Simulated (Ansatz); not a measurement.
C₃H₁₀Si (SMILES C[SiH](C)C), singlet, at a GFN2-xTB geometry. Base run: CAM-B3LYP/3-21G in Ansatz (a program for electronic structure).

Geometry (Å):
```xyz
14

Si     0.0423     0.1741     0.3577
C     -0.9468     1.3233    -0.7931
C      1.7600    -0.1534    -0.3942
C     -0.8871    -1.4744     0.5617
H      0.1982     0.8162     1.6767
H     -1.0821     0.8824    -1.7770
H     -1.9335     1.5311    -0.3901
H     -0.4423     2.2753    -0.9286
H      2.3509    -0.8063     0.2412
H      1.6850    -0.6271    -1.3692
H      2.3173     0.7698    -0.5220
H     -1.0211    -1.9776    -0.3920
H     -1.8727    -1.3212     0.9911
H     -0.3479    -2.1531     1.2158
```
All else is at Ansatz's defaults.
Base energy -407.59277 Eh.

The base run was repeated with changes; each row names its change, and settings that it needs were set with it.

```
change                                                           ΔE vs base (mEh)
---------------------------------------------------------------  ----------------
base                                                                        0.000
final_grid = 4, 8, 17                                                       0.010
lower_state_search = full                                                   0.000
final_grid = 14, 28, 59                                                     0.000
lower_state_search = light                                                  0.000
nuclear_model = gaussian                                                    0.141
final_grid = 10, 20, 41                                                     0.000
accuracy = high                                                             0.034
point_charge = charge:0.5 position_ang:2.1161, 4.1763, -2.9178             -0.120
point_charge = charge:-1.0 position_ang:0.8684, -4.5289, 2.9733            -4.546
lower_state_search = off                                                    0.000
```
